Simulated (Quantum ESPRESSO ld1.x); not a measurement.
Question: The table gives one normalised radial function P(r) = r R(r) (large component) of Tm51+ in [Ar] (r in bohr). All-electron calculation, Dirac Kohn-Sham, LDA (Slater exchange, Gunnarsson-Lundqvist correlation), spin-unpolarised, spherical densities, point nucleus. Program: ld1.x of Quantum ESPRESSO 7.5.

r          P
0.001253  1.7988
0.00139   1.9493
0.001555  2.1232
0.001726  2.2957
0.00193   2.4936
0.002142  2.6886
0.002396  2.9104
0.002658  3.1271
0.002973  3.3709
0.003326  3.6245
0.00369   3.8671
0.004127  4.1339
0.00458   4.3841
0.005123  4.6527
0.005684  4.8976
0.006358  5.1514
0.007054  5.3725
0.00789   5.5884
0.008755  5.7618
0.009793  5.9114
0.01087   6.0087
0.01215   6.0605
0.01359   6.0496
0.01508   5.9772
0.01687   5.8273
0.01872   5.6188
0.02094   5.3200
0.02323   4.9771
0.02599   4.5450
0.02884   4.0960
0.03225   3.5765
0.03579   3.0775
0.04003   2.5423
0.04477   2.0305
0.04968   1.5935
0.05557   1.1788
0.06166   0.8548
0.06897   0.5752
0.07653   0.3782
0.0856    0.2263
0.09498   0.1318
0.1062    0.0682
0.1179    0.0342
0.1318    0.0148
0.1463    0.0062
0.1636    0.0021
0.183     0.0006
0.2031    0.0002
0.2272    0.0000
0.2521    0.0000
0.2819    0.0000
0.3128    0.0000
0.3499    0.0000
0.3882    0.0000
0.4343    0.0000
0.4819    0.0000
0.539     0.0000
0.598     0.0000
0.6689    0.0000

Which n and l does it have? It may be an empty orbital.

Answer: n = 1, l = 0: the number of nodes gives n - l - 1 = 0, the rise at small r points to l (this Dirac orbital starts as r^gamma with gamma = sqrt((l + 1)^2 - (Z/c)^2) = 0.86; the j = 1/2 orbital of l + 1 starts with the same power, but with a smaller coefficient, and then steepens), and the extent must fit the shell. The curve is that of 1s1/2. 1s1/2: eigenvalue -62673 eV, 0 radial nodes, <r> = 0.0200 bohr, 90 % of the charge inside 0.0363 bohr.
